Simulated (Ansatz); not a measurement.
Cost and result for the atomization energy of `[F][Zn][Cl]` (3 atoms, 2 bonds).

Cartesian coordinates in Å:
```
F -1.0453 -0.2024 1.5137
Zn -0.0629 -0.0122 0.0910
Cl 1.1081 0.2146 -1.6047
```

The species carries charge 0 and has multiplicity 1. For Zn the d shell is correlated and the shells below it are frozen. Scalar relativity is left out up to krypton. The structure was optimised at the PBE0-D4/def2-TZVP level. Program: Ansatz. All runs use 4 threads of an Arm Neoverse V1 on a shared host. Times are those of one run each, without the atoms' runs, and a repeat can differ threefold. Electronic energies, without spin–orbit coupling; frozen cores. CCSD(T)/CBS adds CCSD(T) − MP2 in def2-TZVPP to the MP2 limit, and its time is that of the two runs behind it. T1 = 0.016. With those shells the extrapolation isn't a true limit. HSE06 is the plane-wave form, built on full-range PBE exchange.

CCSD(T)/CBS is a level of theory with its own doubt, some kJ/mol a heavy atom from the limit and from the frozen cores, so smaller differences don't rank the functionals.

```tsv
level	functions	wall time	atomization (kJ/mol)	difference from CCSD(T)/CBS	per bond
CCSD(T)/def2-SVP	63	0.5 s	647.3	-88.7	-44.3
revPBE-D4/def2-TZVPP	137	0.75 s	698.7	-37.3	-18.6
BLYP-D4/def2-TZVPP	137	0.75 s	687.5	-48.5	-24.2
PBE0-D4/def2-TZVPP	137	1 s	712.7	-23.3	-11.6
HSE06-D4/def2-TZVPP	137	1.1 s	713.7	-22.3	-11.1
CAM-B3LYP-D4/def2-TZVPP	137	1.1 s	711.3	-24.7	-12.3
RPA@PBE/def2-TZVPP	137	1.4 s	618.9	-117.1	-58.5
PBE-QIDH/def2-TZVPP	137	1.6 s	727.8	-8.2	-4.1
B2PLYP/def2-TZVPP	137	1.7 s	702.3	-33.7	-16.8
r2SCANh-D4/def2-TZVPP	137	2 s	726.7	-9.3	-4.6
CCSD(T)/def2-TZVPP	137	3.9 s	695.5	-40.5	-20.2
CCSD(T)/def2-QZVPP	227	26 s	726.4	-9.6	-4.8
CCSD(T)/CBS(def2)	–	29 s	736.0	0.0	0.0
```

In def2-TZVPP, CCSD(T) changes the Hartree–Fock value by +182.0 kJ/mol (the triples alone add +15.9 kJ/mol) and MP2 by +242.7 kJ/mol; breaking electron pairs costs correlation energy, which Hartree–Fock lacks. From r2SCAN to r2SCAN0 (25 % exact exchange), in def2-TZVPP and without D4, the atomization energy moves by −27.6 kJ/mol: exact exchange takes away binding that semilocal exchange gives to molecules. At CCSD(T), def2-SVP lies −88.7 kJ/mol from the extrapolated value and def2-TZVPP −40.5 kJ/mol: correlation converges slowly with the basis, and small sets miss more of it in the bonded molecule than in its fragments.
